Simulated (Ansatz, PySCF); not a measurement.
This PySCF input computes a r2SCAN/def2-TZVPD energy:

```python
from pyscf import gto, scf, dft

mol = gto.M(
    atom='''
    In   -0.00000000   -0.00000000   -0.67617906
    Cl    0.00000000    0.00000000    1.94898670
    ''',
    basis='def2-tzvpd',
    ecp='def2-tzvp',
    charge=-1,
    spin=1,
    symmetry='C2v',
    verbose=4,
)

mf = dft.UKS(mol, xc='r2scan').density_fit(auxbasis='def2-universal-jkfit')
mf.grids.level = 4
mf.conv_tol = 1e-9
mf.max_cycle = 100
mf.max_memory = 1500
mf.kernel()
if not mf.converged:
    mf = mf.newton()
    mf.kernel(mf.make_rdm1())
mf.analyze()
```

Task: Write an input for the same energy in Ansatz (a program for electronic structure) and say what it gives.

Result: 
Ansatz 0.2 input:
```yaml
crystal:
  periodic: [false, false, false]
  atoms:
    - {symbol: In, position_ang: [-0.00000000, -0.00000000, -0.67617906]}
    - {symbol: Cl, position_ang: [0.00000000, 0.00000000, 1.94898670]}
basis:
  gaussian:
    orbitals: def2-TZVPD
hamiltonian:
  xc: {name: r2SCAN}
total_charge: -1
magnetization: {spin_polarized: true, initial_magnetization: 1}
output: {forces: true}
```
It gives -650.48629 Eh, and PySCF -650.48635 Eh, a difference of 0.06 mEh, from the treatment of integrals and grids.
